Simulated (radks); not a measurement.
The numbers below are computed, except where a source is named.
Neutral krypton inside a hard spherical wall (all orbitals vanish at R), configuration held at [Kr] and not refilled when levels cross. Level of theory: scalar-relativistic Kohn-Sham, PBE, spin-polarised, spherical densities, point nucleus (a radial shooting solver on a logarithmic mesh with Libxc functionals). Eigenvalues in eV for spin up, with the zero of energy where the potential of the charges vanishes at infinity; a dash marks a level that is unbound or too diffuse for the functional's potential to be trusted. A positive occupied level is held by the wall or, in an anion where self-interaction has pushed it up, behind a barrier. The pressure on the wall is -dE/dV.

R (bohr) = free: E (hartree) -2790.26526; kinetic (hartree) 2854.102; e(3p) -195.19; e(3d) -81.401; e(4s) -23.049; e(4p) -9.247; e(5s, empty) -; e(5p, empty) -; pressure (GPa) 0
R (bohr) = 12: E (hartree) -2790.26526; kinetic (hartree) 2854.102; e(3p) -195.19; e(3d) -81.401; e(4s) -23.049; e(4p) -9.247; e(5s, empty) -0.282; e(5p, empty) 1.133; pressure (GPa) < 0.0001
R (bohr) = 6: E (hartree) -2790.25803; kinetic (hartree) 2854.165; e(3p) -194.85; e(3d) -81.058; e(4s) -22.774; e(4p) -8.977; e(5s, empty) 3.518; e(5p, empty) 7.757; pressure (GPa) 0.773
R (bohr) = 5: E (hartree) -2790.22740; kinetic (hartree) 2854.376; e(3p) -193.94; e(3d) -80.160; e(4s) -22.090; e(4p) -8.267; e(5s, empty) 7.810; e(5p, empty) 13.845; pressure (GPa) 5.92
R (bohr) = 3.5: E (hartree) -2789.75733; kinetic (hartree) 2856.808; e(3p) -187.08; e(3d) -73.357; e(4s) -17.029; e(4p) -2.510; e(5s, empty) 31.488; e(5p, empty) 42.875; pressure (GPa) 176
R (bohr) = 3: E (hartree) -2788.97968; kinetic (hartree) 2860.147; e(3p) -180.22; e(3d) -66.571; e(4s) -11.531; e(4p) 4.022; e(5s, empty) 54.777; e(5p, empty) 69.144; pressure (GPa) 636
R (bohr) = 2.5: E (hartree) -2786.83478; kinetic (hartree) 2868.122; e(3p) -167.74; e(3d) -54.291; e(4s) 0.318; e(4p) 18.114; e(5s, empty) 101.60; e(5p, empty) 119.81; pressure (GPa) 2610
R (bohr) = 2: E (hartree) -2780.28000; kinetic (hartree) 2889.511; e(3p) -144.40; e(3d) -31.244; e(4s) 29.993; e(4p) 52.473; e(5s, empty) 206.27; e(5p, empty) 228.90; pressure (GPa) 13200
